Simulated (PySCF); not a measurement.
# Electron correlation in C²⁺ (carbon, charge +2)

[He] 2s2, closed-shell 1S. Calculation: PySCF 2.14, in aug-cc-pCVTZ-DK with one added diffuse shell each of s, p, d, f type (8s7p5d3f, 75 functions); scalar relativity by spin-free X2C-1e. Frozen: 1s2; 2 electrons correlated.

With two correlated electrons CCSD is exact within the correlated space (frozen core and kept virtual orbitals).

```
level  correlation energy (mhartree)
 CCSD                         -73.65
```

Diagnostics: T1 = 0.0088, D1 = 0.0124, largest double amplitude 0.155.

A double-excitation amplitude exceeds 0.15, a sign of near-degeneracy.

Cost of the coupled-cluster step: of the order of 2.7 core-seconds, for 2 correlated electrons.
